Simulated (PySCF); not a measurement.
# Co: excitation energy

Co [Ar] 3d7 4s2 (4F) → Co [Ar] 3d6 4s2 4p1 (high-spin determinant), as a difference of total energies. Calculation: PySCF 2.14, in def2-TZVPPD (6s6p4d2f1g, 67 functions); no relativity, point nucleus. Correlated levels: valence: [Ar] frozen; valence and next inner shell: [Ne] frozen. The calculations carry no spin-orbit coupling.

| method | excitation energy (eV) |
| --- | --- |
| UHF | 5.458 |
| LDA | 7.977 |
| PBE | 7.848 |
| PBE0 | 7.352 |
| r2SCAN | 7.557 |
| revPBE | 7.800 |
| wB97M-V | 7.477 |
| M06-2X | 6.963 |
| MN15 | 7.437 |
| MP2 (valence) | 6.911 |
| SCS-MP2 (valence) | 7.042 |
| MP2 (valence and next inner shell) | 7.156 |
| SCS-MP2 (valence and next inner shell) | 7.153 |

Problem. How much does correlation contribute at MP2 (valence and next inner shell)?

Solution. 7.156 − (5.458) = 1.698 eV, measured against UHF.

A first-order spin-orbit estimate (lowest level to lowest level, LS coupling) adds 0.048 eV.

The determinant of the upper state mixes LS terms, which raises its energy above the lowest term, most at the Hartree-Fock and MP2 levels.
